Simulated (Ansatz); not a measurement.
Input file for Ansatz (a first-principles code): R-wB97M-V/def2-TZVPP on O3W (SMILES [O]=[W](=[O])=[O]), atoms moved off the minimum. Elements past Kr take the def2 small-core potentials; no spin–orbit coupling.

Ansatz 0.2 input:
```yaml
crystal:
  periodic: [false, false, false]
  atoms:
    - {symbol: W, position_ang: [0.05108357, 0.10315974, 0.05185653]}
    - {symbol: O, position_ang: [1.18402492, -0.71030763, -0.94104123]}
    - {symbol: O, position_ang: [-0.74545033, -1.12406906, 1.05437637]}
    - {symbol: O, position_ang: [-1.14856001, 0.80579278, -0.95816678]}
basis:
  gaussian:
    orbitals: def2-TZVPP
hamiltonian:
  xc: {name: wB97M-V}
scf: {lower_state_search: off}
output: {forces: true}
```

Q: What total energy does the run end on?

A: -292.7886 hartree.

Q: How many basis functions does it have, and what does it roughly cost on one machine?

A: 149 functions; around 8 core-seconds (rough).
